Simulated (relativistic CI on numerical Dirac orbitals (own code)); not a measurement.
How well does a small relativistic CI reproduce Sr3+?

Method of calculation: Dirac-Coulomb-Breit CI, separate exchange-only KLI orbitals for each configuration, a model potential for QED, valence Slater integrals scaled by 0.85, configuration energies shifted to the measured levels that pair with them (semi-empirical) (own radial code, finite nucleus).

Configurations in the expansion (outside the closed core [Ar] 3d10): 4s2 4p5, 4s 4p6, 4s2 4p4 4d, 4s2 4p4 5s, 4s2 4p4 5p, 4s2 4p4 6s, 4s 4p5 4d, 4s2 4p3 4d2, 4s2 4p4 4f, 4s 4p5 4f, 4s2 4p4 5d, 4s2 4p3 4f2, 4s2 4p4 6p, 4p5 4d2, 4s2 4p4 6d, 4s2 4p4 5f, 4s2 4p4 5g, 4s2 4p4 6f, 4s 4p5 5s, 4s2 4p3 4d 4f, 4p6 4d, 4s 4p4 4d2, 4s 4p5 5p, 4s2 4p3 4d 5s, 4s 4p5 5d, 4s 4p5 6s, 4p5 4f2, 4s 4p5 6p, 4s2 4p3 4d 5p, 4s2 4p3 5s2. Levels of other configurations are missing.

| Configuration | Term (tabulated) | J | Measured (cm⁻¹) | Computed | Error | Purity (%) |
| --- | --- | --- | --- | --- | --- | --- |
| 4s2 4p5 | 2P° | 3/2 | 0.0 | 0 | 0 | 98 |
| 4s2 4p5 | 2P° | 1/2 | 9727.9 | 9578 | -150 | 97 |
| 4s 4p6 | 2S | 1/2 | 150504.1 | 150505 | 1 | 72 |
| 4s2 4p4 4d | 4D | 7/2 | 187160.3 | 187200 | 39 | 92 |
| 4s2 4p4 4d | 4D | 5/2 | 187200.7 | 187220 | 20 | 90 |
| 4s2 4p4 4d | 4D | 3/2 | 188024.1 | 188026 | 1 | 87 |
| 4s2 4p4 4d | 4D | 1/2 | 189119.6 | 189118 | -1 | 86 |
| 4s2 4p4 4d | 4F | 9/2 | 197060.0 | 197332 | 272 | 92 |
| 4s2 4p4 4d | 4F | 7/2 | 200340.0 | 200505 | 165 | 75 |
| 4s2 4p4 4d | 2P | 1/2 | 200529.2 | 199910 | -619 | 83 |
| 4s2 4p4 4d | 4F | 5/2 | 203344.4 | 203572 | 227 | 93 |
| 4s2 4p4 4d | 4F | 3/2 | 204179.7 | 204604 | 424 | 82 |
| 4s2 4p4 4d | 4P | 1/2 | 204743.5 | 202977 | -1767 | 92 |
| 4s2 4p4 4d | 2F | 7/2 | 207478.2 | 207266 | -213 | 68 |
| 4s2 4p4 4d | 4P | 5/2 | 208937.8 | 207180 | -1758 | 86 |
| 4s2 4p4 4d | 2D | 5/2 | 211973.1 | 210872 | -1101 | 66 |
| 4s2 4p4 4d | 2F | 5/2 | 214946.0 | 214328 | -618 | 73 |
| 4s2 4p4 4d | 2G | 9/2 | 215187.7 | 216082 | 895 | 92 |
| 4s2 4p4 4d | 2G | 7/2 | 215188.4 | 216003 | 814 | 81 |
| 4s2 4p4 4d | 2F | 5/2 | 225871.2 | 224580 | -1291 | 92 |
| 4s2 4p4 4d | 2F | 7/2 | 228097.7 | 226658 | -1440 | 95 |
| 4s2 4p4 5s | 2[2] | 5/2 | 228654.2 | 228494 | -161 | 93 |
| 4s2 4p4 5s | 2[2] | 3/2 | 232210.4 | 232142 | -68 | 48 |
| 4s2 4p4 5s | 2[0] | 1/2 | 236924.7 | 236823 | -102 | 93 |
| 4s2 4p4 5s | 2[1] | 3/2 | 238218.0 | 238176 | -42 | 50 |
| 4s2 4p4 5s | 2[1] | 1/2 | 242092.8 | 242135 | 42 | 94 |
| 4s2 4p4 4d | 2D | 5/2 | 245734.9 | 244298 | -1437 | 89 |
| 4s2 4p4 5s | 2[2] | 5/2 | 250046.8 | 250318 | 271 | 87 |
| 4s2 4p4 5s | 2[2] | 3/2 | 250503.6 | 250926 | 422 | 90 |
| 4s2 4p4 4d | 2P | 1/2 | 253231.8 | 259014 | 5783 | 85 |
| 4s2 4p4 4d | 2D | 5/2 | 254821.0 | 255176 | 355 | 83 |
| 4s2 4p4 4d | 2S | 1/2 | 257345.0 | 252334 | -5011 | 61 |
| 4s2 4p4 5p | 2[1]° | 3/2 | 267529.3 | 267398 | -131 | 68 |
| 4s2 4p4 5p | 2[2]° | 5/2 | 267537.3 | 267293 | -245 | 78 |
| 4s2 4p4 5p | 2[1]° | 1/2 | 270350.3 | 270263 | -87 | 54 |
| 4s2 4p4 5p | 2[3]° | 7/2 | 271249.5 | 271051 | -199 | 93 |
| 4s2 4p4 5p | 2[3]° | 5/2 | 271328.6 | 271243 | -86 | 64 |
| 4s2 4p4 5s | 2[0] | 1/2 | 274688.0 | 275203 | 515 | 86 |
| 4s2 4p4 5p | 2[0]° | 1/2 | 276054.7 | 276065 | 11 | 43 |
| 4s2 4p4 5p | 2[2]° | 3/2 | 276159.2 | 276027 | -132 | 29 |
| 4s2 4p4 5p | 2[1]° | 1/2 | 277913.8 | 277857 | -57 | 83 |
| 4s2 4p4 5p | 2[2]° | 3/2 | 278078.0 | 278077 | -1 | 54 |
| 4s2 4p4 5p | 2[2]° | 5/2 | 279165.7 | 279013 | -153 | 59 |
| 4s2 4p4 5p | 2[1]° | 3/2 | 281543.9 | 281544 | 0 | 34 |
| 4s2 4p4 5p | 2[1]° † | 3/2 | 282345.5 | 282301 | -44 | 52 |
| 4s2 4p4 5p | 2[1]° † | 1/2 | 282440.5 | 282654 | 214 | 72 |
| 4s2 4p4 5p | 2[3]° | 5/2 | 288655.1 | 289090 | 435 | 89 |
| 4s2 4p4 5p | 2[3]° | 7/2 | 290311.9 | 290651 | 339 | 92 |
| 4s2 4p4 5p | 2[1]° | 3/2 | 292454.7 | 292775 | 320 | 77 |
| 4s2 4p4 5p | 2[2]° | 3/2 | 294867.6 | 295300 | 432 | 80 |
| 4s2 4p4 5p | 2[2]° | 5/2 | 295118.7 | 295533 | 414 | 94 |
| 4s2 4p4 5p | 2[1]° | 1/2 | 297705.1 | 297930 | 225 | 97 |
| 4s2 4p4 5p | 2[1]° | 1/2 | 314666.8 | 315340 | 673 | 92 |
| 4s2 4p4 5p | 2[1]° | 3/2 | 315791.7 | 316375 | 583 | 91 |
| 4s 4p5 4d | 4P° | 1/2 | 334267.6 | 334268 | 0 | 80 |
| 4s 4p5 4d | 4P° | 3/2 | 335389.1 | 335584 | 195 | 75 |
| 4s 4p5 4d | 4P° | 5/2 | 338194.3 | 337874 | -320 | 68 |

Measured levels from Sansonetti, J. Phys. Chem. Ref. Data 41, 013102 (2012); pairs were made by configuration, J and term (by order where the table uses no LS term), so strongly mixed levels may be paired wrongly.

Mean error by configuration (cm⁻¹): 4s2 4p5 -150; 4s 4p6 1; 4s2 4p4 4d -285; 4s2 4p4 5s 110; 4s2 4p4 5p 123; 4s 4p5 4d -42. Over the excited levels the mean absolute error is 575 cm⁻¹ (56 of the 69 excited levels that our extract of the source holds in range could be paired, and the others can miss by more), and the median relative error of those above 1,000 cm⁻¹ is 0.11 %, both after the shifts were fitted to these levels, so that a configuration with one level shows no error. † marks terms whose computed intervals miss the measured ones by more than a factor of 2.5, or configurations far off the rest, from wrong mixing, a near crossing or a doubtful label or measurement; they are left out of the means.

Configurations whose levels could be paired with our table of measured levels were shifted onto them, all but the ground configuration, by the median error of their levels; single terms can still be off by 1,000 to 2,000 cm⁻¹ or more, and rates follow the energies as ν³ (E1, M1) or ν⁵ (E2). The others borrow a shift and can be off by several thousand cm⁻¹ or more. The fine structure of a lone outer electron comes out too small, for d and f at times inverted, and misplaced configurations move strength between like terms. 56 of the 69 excited levels that our extract of the measured tables holds in this range could be paired (the sources list more); they are missed by 559 cm⁻¹ on average and 5783 at most, after the shifts were fitted to these levels, and levels without a partner can miss by more.

Shifts applied (cm⁻¹): 4s2 4p5 0; 4s 4p6 -7500; 4s2 4p4 4d -6925; 4s2 4p4 5s -13130; 4s2 4p4 5p -13551; 4s 4p5 4d -13493.
